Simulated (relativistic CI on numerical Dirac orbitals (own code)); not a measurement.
One change at a time: Eu⁵¹⁺

Base calculation: Dirac-Coulomb-Breit CI, separate exchange-only KLI orbitals for each configuration, model QED (radiative potential, 1s self-energy scaled to tabulated hydrogen-like ionisation energies), unscaled Slater integrals.

Configurations in the expansion (outside the closed core [Ne]): 3s², 3s3p, 3p², 3s3d, 3d², 3p3d, 3p4s, 3d4s, 3s4s, 3s4p, 3s4d, 3s4f, 3s5s, 3s5p, 3s5d, 4s². Levels of other configurations are missing.

The lowest level and the first level of each name with at least 55 % of one term (blank where a level has no safe partner in the second run):

```csv
Level,Base (eV),Shift (eV)
3s² ¹S0,0.000,0.000
3s3p ³P°0,108.471,+2.622
3s3p ³P°1,120.555,+2.626
3p² ³P0,261.030,+5.265
3s3p ³P°2,281.527,+2.382
3s3p ¹P°1,313.031,+2.410
3p² ¹D2,421.510,+4.723
3p² ³P1,422.705,+5.058
3s3d ³D1,457.274,+2.797
3s3d ³D2,465.356,+2.968
3s3d ³D3,496.468,+2.688
3s3d ¹D2,511.117,+2.929
3p3d ³F°2,574.576,+5.472
3p3d ³D°1,602.823,+5.458
```

At this charge energies of transitions that change n are usually good to better than 1 %, and those within a shell (Δn = 0) to a few per cent.

One thing was changed in a second run, which moved the levels as shown. Which?
A. configuration mixing switched off
B. QED terms removed
C. Breit term removed
D. P86 correlation estimate

B. QED terms removed. QED shifts follow the density of s (and p1/2) electrons at the nucleus, so configurations move by their count of such electrons; where none moves, the smaller shifts of p3/2 electrons and of j = l + 1/2 against j = l − 1/2 set the pattern.

LS names give the leading component of a level, which can be under half, so a name can repeat, a term be missing and a line seem to break the LS rules.
